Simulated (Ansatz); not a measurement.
Ansatz (a quantum-chemistry and plane-wave program) input (RI-MP2/cc-pV(T+d)Z):
A basis named .json is the Basis Set Exchange file of that set.

Ansatz 0.2 input:
```yaml
crystal:
  periodic: [false, false, false]
  atoms:
    - {symbol: N, position_ang: [1.05421904, 1.19423730, 0.75107777]}
    - {symbol: Si, position_ang: [0.00843762, 0.02475511, -0.00711364]}
    - {symbol: N, position_ang: [-0.78844307, -0.93335648, 1.16506306]}
    - {symbol: N, position_ang: [1.08321358, -0.86299729, -0.98214327]}
    - {symbol: O, position_ang: [-1.25401831, 0.66832686, -0.85468660]}
    - {symbol: H, position_ang: [0.55399741, 1.97750766, 1.17516917]}
    - {symbol: H, position_ang: [-1.67805717, -0.66133640, 1.55173138]}
    - {symbol: H, position_ang: [-0.27185532, -1.54088227, 1.77917202]}
    - {symbol: H, position_ang: [0.82201639, -1.65684699, -1.54105491]}
    - {symbol: H, position_ang: [2.07739996, -0.73465082, -0.90370909]}
    - {symbol: H, position_ang: [-1.03240818, 1.13783752, -1.66220777]}
basis:
  gaussian:
    orbitals: cc-pV_T+d_Z.json
    fitting: {mean_field: def2-universal-jkfit, correlation: cc-pVTZ-RIFIT.json}
magnetization: {spin_polarized: true, initial_magnetization: 1}
correlation: {method: mp2, electrons: outside_noble_gas}
```

End of the output:

```
integrals: 0.30 GiB planned
544 factors; integrals over basis functions are off by at most 9.4e-1 eV
626 factors; integrals over basis functions are off by at most 6.8e-1 eV
0.75 GiB of device memory are held for the factors and their scratch space
mean field: 0.96 GiB planned
mean field evaluation 1: about -14439.4985 eV, gradient 3.7e1 eV
mean field evaluation 2: about -14444.1550 eV, gradient 1.9e1 eV
mean field evaluation 4: about -14445.6310 eV, gradient 1.4e0 eV
mean field evaluation 8: about -14445.6666 eV, gradient 3.1e-2 eV
mean field evaluation 16: about -14445.6538 eV, gradient 1.1e0 eV
mean field -14445.66662620 eV, -530.8684568885 hartree, gradient 2.4e-6 eV, S^2 0.758545; 4 other end points of the search recorded, 0 dependent functions left out
9 core orbitals not correlated
reference -14445.66662620 eV, -530.8684568885 hartree; 16, 15 occupied and 218, 219 virtual orbitals, 626 factors
second order -26.03624635 eV of doubles, -0.00000000 eV of singles
Total energy: -14471.70287255 eV, -531.8252712939 hartree
```

It need not be the lowest isomer of its formula.
